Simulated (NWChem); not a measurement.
Everything below was run with NWChem. System: H3AlF2Si, charge 1, spin multiplicity 2, at the geometry of a parent with another charge or spin, in a state set for the comparison that need not be this species' ground state. Its SCF solution wasn't tested for a lower state. Level: ROCCSD(T)/6-31G* (spherical d), 12 core orbitals frozen.

Input file:

```
start mol
memory heap 100 mb stack 700 mb global 1900 mb
charge 1
geometry units angstroms nocenter noautoz noautosym
  Al    -0.423363     0.230361    -0.289779
  F     -1.899182    -0.506620    -0.472465
  F     -0.247889     1.706365    -1.028642
  Si     1.391075    -0.774859     0.970173
  H      1.905524     0.194337     1.986640
  H      2.513920    -1.122579     0.044155
  H      0.932865    -2.016134     1.663882
end
basis spherical
  * library 6-31g*
end
scf
  rohf
  nopen 1
  maxiter 100
  thresh 1e-7
  semidirect memsize 60000000 filesize 0
  # guess.movecs holds the orbitals of an unrestricted PBE0 run
  vectors input guess.movecs output mol.movecs
end
tce
  freeze core 12
  ccsd(t)
  2eorb
  2emet 13
  thresh 1e-6
  maxiter 100
  tilesize 24
end
task tce energy
```

NWChem printed:

```
             Northwest Computational Chemistry Package (NWChem) 7.3.0
             --------------------------------------------------------

                                NWChem Input Module
                                -------------------

 Scaling coordinates for geometry "geometry" by  1.889725989
 (inverse scale =  0.529177249)

                             Geometry "geometry" -> ""
                             -------------------------

 Output coordinates in angstroms (scale by  1.889725989 to convert to a.u.)

  No.       Tag          Charge          X              Y              Z
 ---- ---------------- ---------- -------------- -------------- --------------
    1 Al                  13.0000    -0.42336300     0.23036100    -0.28977900
    2 F                    9.0000    -1.89918200    -0.50662000    -0.47246500
    3 F                    9.0000    -0.24788900     1.70636500    -1.02864200
    4 Si                  14.0000     1.39107500    -0.77485900     0.97017300
    5 H                    1.0000     1.90552400     0.19433700     1.98664000
    6 H                    1.0000     2.51392000    -1.12257900     0.04415500
    7 H                    1.0000     0.93286500    -2.01613400     1.66388200

 Effective nuclear repulsion energy (a.u.)     195.1617120324

            Nuclear Dipole moment (a.u.)
            ----------------------------
        X                 Y               Z
 ---------------- ---------------- ----------------
     0.0000018897    -0.0000075589     0.0000170075


 Summary of "ao basis" -> "" (spherical)
 ------------------------------------------------------------------------------
       Tag                 Description            Shells   Functions and Types
 ---------------- ------------------------------  ------  ---------------------
 *                           6-31g*                   on all atoms

 Summary of "ao basis" -> "ao basis" (spherical)
 ------------------------------------------------------------------------------
       Tag                 Description            Shells   Functions and Types
 ---------------- ------------------------------  ------  ---------------------
[...]
          -----------------------
          Calculation type : Coupled-cluster singles & doubles w/ perturbation
   Perturbative correction : (T)
            Max iterations :      100
        Residual threshold : 0.10D-05
     T(0) DIIS level shift : 0.00D+00
     L(0) DIIS level shift : 0.00D+00
     T(1) DIIS level shift : 0.00D+00
     L(1) DIIS level shift : 0.00D+00
     T(R) DIIS level shift : 0.00D+00
     T(I) DIIS level shift : 0.00D+00
   CC-T/L Amplitude update :  5-th order DIIS
                I/O scheme : Global Array Library
        L-threshold :  0.10D-05
        EOM-threshold :  0.10D-05
 no EOMCCSD initial starts read in
 TCE RESTART OPTIONS
 SLICE:      F
 D4D5:       F
 quantumc:   F
 qrotation:  F
 pwtce:      F
 qducc:      F
 nacto:                         0
 nrotv:                         0
 nrot:                          0

            Memory Information
            ------------------
          Available GA space size is     249027000 doubles
          Available MA space size is     104853628 doubles

 Maximum block size supplied by input
 Maximum block size        24 doubles

 tile_dim =     23

 -------------------------------------------------

 Global array virtual files algorithm will be used

 Parallel file system coherency ......... OK

 4-electron integrals stored in orbital form

 v2    file size   =          3072673
 4-index algorithm nr.  13 is used
 imaxsize =       30
 imaxsize ichop =        0


CCSD iterations
 ---------------------------------------------------------
 Iter          Residuum       Correlation     Cpu    Wall
 ---------------------------------------------------------
    1   0.1764612455498  -0.4694607013405     0.6     0.6
    2   0.0511977700633  -0.4805313025341     0.6     0.6
    3   0.0274251435061  -0.4890025830576     0.6     0.6
    4   0.0208905257867  -0.4918234895654     0.6     0.6
    5   0.0247969520578  -0.4919636037199     0.8     0.8
    6   0.0028320716279  -0.4933219382926     0.8     0.8
    7   0.0017929142392  -0.4931064271733     0.8     0.8
    8   0.0011360517944  -0.4931488713960     0.8     0.8
    9   0.0012200241082  -0.4931382157738     0.9     0.9
   10   0.0010340996312  -0.4931974562361     0.7     0.7
   11   0.0001427252298  -0.4932121066173     0.9     0.9
   12   0.0000800437341  -0.4932009880884     0.8     0.8
   13   0.0000614248315  -0.4932001952656     0.6     0.6
   14   0.0000424650996  -0.4931993225781     0.6     0.6
   15   0.0000433123674  -0.4931993992876     0.8     0.8
   16   0.0000110808197  -0.4931987134296     0.9     0.9
   17   0.0000064918579  -0.4931986146436     0.9     0.9
   18   0.0000062062092  -0.4931987640000     0.8     0.8
   19   0.0000061334686  -0.4931989563022     0.8     0.8
   20   0.0000078302257  -0.4931989494665     0.9     0.9
   21   0.0000007281715  -0.4931991716133     0.6     0.6
 -----------------------------------------------------------------
 Iterations converged
 CCSD correlation energy / hartree =        -0.493199171613321
 CCSD total energy / hartree       =      -731.700007048749399

 Singles contributions

 Doubles contributions
 CCSD(T)
 Using plain CCSD(T) code
             total no. of tasks           77
 total no. of tasks / no. procs           77
                         wl_min         1331           3.3
                         wl_max     16194277          15.9
        thresh for no. of tasks           77

 CCSD[T]  correction energy / hartree =        -0.013328942031561
 CCSD[T] correlation energy / hartree =        -0.506528113644882
 CCSD[T] total energy / hartree       =      -731.713335990780934
 CCSD(T)  correction energy / hartree =        -0.010233938113538
 CCSD(T) correlation energy / hartree =        -0.503433109726860
 CCSD(T) total energy / hartree       =      -731.710240986862914

 Task  times  cpu:       90.0s     wall:       90.0s

 Total times  cpu:       90.0s     wall:       90.0s
```
